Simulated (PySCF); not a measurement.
## C2H6SSi

The system: C2H6SSi, a carbene (divalent C1, bonded to 1 C + 1 S); neutral, singlet. The structure, one conformer, was relaxed in the gas phase by PBE0-D3(BJ)/def2-SVP. No frequency run checks that it is a minimum.

The lowest triplet lies only 1.04 eV up at this geometry (Tamm-Dancoff CAM-B3LYP/def2-SVPD) and falls further when it relaxes, so it may lie near or below this singlet. Shieldings at and next to the centre that carries it rest on this small gap and are unreliable.

SMILES: C[C]S[SiH3]

```xyz
10

C    -0.348   -0.186   -0.602
C    -0.172   -0.354   -2.066
S     1.075    0.309    0.166
Si    0.155    0.355    2.149
H     0.820   -0.151   -2.512
H    -0.936    0.274   -2.559
H    -0.486   -1.385   -2.314
H    -0.320   -1.014    2.483
H    -0.955    1.345    2.134
H     1.209    0.783    3.120
```
Atom numbers follow the order of the file, from 1.

Shieldings: GIAO PBE0/pcSseg-2. Shifts are against computed references at the same level: C TMS (σ 184.1 ppm), H TMS (σ 31.24 ppm), Si TMS (σ 341.3 ppm). Core levels by delta-SCF with SCAN, pcX-2 on the ionised atom and pcseg-1 elsewhere, spin-free X2C (2p3/2 is the spin-free 2p value less a third of a first-order spin-orbit splitting); from the vacuum level, for chosen atoms.

Q: Give the shieldings and core levels atom by atom.

A: 
```json
{"atoms": "C1", "bonded to": "1 C + 1 S", "σ (ppm)": "-497.4", "δ (ppm)": "681.5", "core level (eV)": "-"}
{"atoms": "C2", "bonded to": "1 C + 3 H", "σ (ppm)": "116.1", "δ (ppm)": "68.0", "core level (eV)": "1s 290.90"}
{"atoms": "S3", "bonded to": "1 C + 1 Si", "σ (ppm)": "-54.5", "δ (ppm)": "-", "core level (eV)": "2p3/2 169.55"}
{"atoms": "Si4", "bonded to": "1 S + 3 H", "σ (ppm)": "400.4", "δ (ppm)": "-59.2", "core level (eV)": "2p3/2 107.17"}
{"atoms": "H5 H6 H7", "bonded to": "1 C", "σ (ppm)": "25.80", "δ (ppm)": "5.44", "core level (eV)": "-"}
{"atoms": "H8 H9 H10", "bonded to": "1 Si", "σ (ppm)": "26.12", "δ (ppm)": "5.12", "core level (eV)": "-"}
```

Values are those of this one static structure, with the three H of a rotating XH3 group averaged; atoms that internal rotation interchanges would show their mean in an NMR spectrum. The mean hides a wide spread in H5 H6 H7 (σ from 25.0 to 27.3 ppm).

Core levels of C1 are left out, their hole states being strongly spin-contaminated.

Q: By CAM-B3LYP/def2-SVPD (TDDFT singlets, Tamm-Dancoff triplets, ionisation by delta-SCF), where does absorption start, and what does vertical ionisation take?

A: The lowest singlet lies at 2.23 eV (f 0.001), the strongest of the first 6 at 6.33 eV (f 0.085), the lowest triplet at 1.04 eV; vertical ionisation takes 8.15 eV.

The 3 runs behind this took 88 s in all, one thread each of Arm Neoverse V1 on a shared host, launched as `OMP_NUM_THREADS=1 python cluster_run.py task.json out`.
